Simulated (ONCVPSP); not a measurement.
Varying the ONCV potential for Li (Z = 3)

Base potential:

lithium, optimised norm-conserving Vanderbilt (ONCV), made with ONCVPSP 4.0.1 (LDA (Perdew-Wang 92), scalar-relativistic). Core none, reference 1s2 2s1. Waves: 1s+2s: rc 0.95 bohr, ncon 4, nbas 8, qcut 9.8 1/bohr, 2 projectors; p scattering state at 0.07 Ha: rc 0.75 bohr, ncon 3, nbas 7, qcut 10.4 1/bohr, local. Local part: the p channel. Core correction: none.

All-electron outer shells of the reference configuration (LDA (PZ), scalar-relativistic, ld1.x):

```csv
shell,level (eV),outermost node (bohr),outermost maximum (bohr)
1s,-51.10,–,0.36
2s,-2.88,0.84,3.12
```

Cutoffs, loose and tight: the cutoffs (Ha) at which the residual kinetic energy of the hardest occupied pseudo-wave falls to 1 and 0.1 mHa per electron. They do not see the model core or the augmentation charge, which bear on the density cutoff. Test errors are all-electron minus pseudo excitation energies from the reference, over the configurations 1s2 2s0; 1s2 2s0.5; 1s2 2s0 2p1; 1s1 2s1. A dash means not determined; rows that change the core or the reference have their own tests.

```
                    change    outcome  cutoff, loose  cutoff, tight  bound ghosts  GHOST(+) flags above zero  largest test error (meV)
                      base  generated          43 Ha         112 Ha          none                       none                      +612
    s: qcut 7.6; p: qcut 8  generated         159 Ha         200 Ha          none                       none                      +879
    s: qcut 8.5; p: qcut 9  generated          63 Ha         186 Ha          none                       none                      +751
s: qcut 11.2; p: qcut 11.8  generated          49 Ha          58 Ha          none                       none                      +503
  s: qcut 12; p: qcut 12.7  generated          52 Ha          62 Ha          none                       none                      +454
s: qcut 12.9; p: qcut 13.7  generated          57 Ha          67 Ha          none                       none                      +408
s: qcut 14.3; p: qcut 15.2  generated          62 Ha          75 Ha          none                       none                      +351
```

Question: What comes out with this change to the base: s: qcut 6.3; p: qcut 6.7?

Answer: outcome: generated; cutoff, loose: 185 Ha; cutoff, tight: 216 Ha; bound ghosts: none; GHOST(+) flags above zero: none; largest test error (meV): +1094.

Question: What comes out with this change to the base: s: qcut 9.5; p: qcut 10?

Answer: outcome: generated; cutoff, loose: 43 Ha; cutoff, tight: 154 Ha; bound ghosts: none; GHOST(+) flags above zero: none; largest test error (meV): +639.
